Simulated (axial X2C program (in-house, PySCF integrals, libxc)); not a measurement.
# Nuclear properties of RuSi

Computed with an in-house all-electron X2C program for linear molecules (integrals from PySCF): two-component X2C with atomic mean-field Coulomb and Gaunt terms, Gaussian nuclei, basis Ru dyall-cv3z, Si dyall-v3z with contracted cores.

R = 2.092 Å (near the PBE0 minimum at charge 0 of the determinant lowest at the starting distance; the state shown can have its own minimum elsewhere).

Determinant lowest in the PBE0 search, Ω = 3 (⟨Sz⟩ = 1.00, ⟨Lz⟩ = 2.00 at PBE0), spin on the atoms Ru 1.18, Si -0.19:

```json
{"level": "PBE0", "Eeff magnitude (GV/cm)": "1.06", "Ws magnitude Ru (kHz)": "0.14", "A∥/gI Ru (MHz)": "949", "qzz Ru (a.u.)": "0.73", "A∥/gI Si (MHz)": "9.68", "qzz Si (a.u.)": "-1.37", "μ (D)": "-1.30"}
{"level": "HF", "Eeff magnitude (GV/cm)": "5.87", "Ws magnitude Ru (kHz)": "1.1", "A∥/gI Ru (MHz)": "698", "qzz Ru (a.u.)": "1.57", "A∥/gI Si (MHz)": "11.4", "qzz Si (a.u.)": "-0.93", "μ (D)": "-0.99"}
{"level": "BP86", "Eeff magnitude (GV/cm)": "0.388", "Ws magnitude Ru (kHz)": "0.042", "A∥/gI Ru (MHz)": "1010", "qzz Ru (a.u.)": "0.40", "A∥/gI Si (MHz)": "12.3", "qzz Si (a.u.)": "-1.25", "μ (D)": "-0.85"}
{"level": "LDA", "Eeff magnitude (GV/cm)": "0.378", "Ws magnitude Ru (kHz)": "0.0414", "A∥/gI Ru (MHz)": "1040", "qzz Ru (a.u.)": "0.34", "A∥/gI Si (MHz)": "12.6", "qzz Si (a.u.)": "-1.26", "μ (D)": "-0.70"}
{"level": "PBE50", "Eeff magnitude (GV/cm)": "1.53", "Ws magnitude Ru (kHz)": "0.195", "A∥/gI Ru (MHz)": "928", "qzz Ru (a.u.)": "1.10", "A∥/gI Si (MHz)": "7.53", "qzz Si (a.u.)": "-1.34", "μ (D)": "-1.85"}
```

Eeff is the effective electric field on the electron electric dipole moment in this Ω state and Ws the scalar–pseudoscalar constant of the nucleus named (defined with the proton number Z and per Ω); A∥ (defined per Ω) follows by multiplying with gI = μI/(I μN); qzz is the electric field gradient, eQq0 = 234.96 MHz × Q/barn × qzz; μ is positive if the Si end (last atom) is positive. The operators were transformed with the bare-nucleus X2C matrices; with these basis sets, hyperfine constants and field gradients can be off by tens of per cent, and where levels differ in sign neither size nor sign is settled.

(1) With gI(101Ru) = -0.2880, gI(29Si) = -1.1106 (g factors from the IAEA table of nuclear moments by Stone), turn the PBE0 values of the first state into constants in MHz.

Each state is one determinant with collinear spin, which with several unpaired electrons need not be a pure state. Unrestricted Hartree–Fock can overshoot spin polarisation at the nuclei. In the state Ω = 3 the sign of Eeff differs between levels (HF against PBE0). With several open shells hyperfine constants can be off by a factor of several. Where Eeff spreads by more than a factor of two the levels disagree and none is to be relied on. Open-shell Ω = 0 determinants with evenly filled partner blocks cannot be reached by this program, so the Ω shown need not be the lowest component. States lie within half an eV, so the first need not be the ground state. The sign of Ws at Ru differs between levels in the first state. Further determinants of the search, some of them spin-mixed, are not shown. Where a field gradient or hyperfine factor spreads by more than a factor of two over the levels, a constant derived from it is not to be relied on.

## Answers

(1) A∥(101Ru) = 949 × -0.2880 = -273 MHz; A∥(29Si) = 9.68 × -1.1106 = -10.8 MHz.
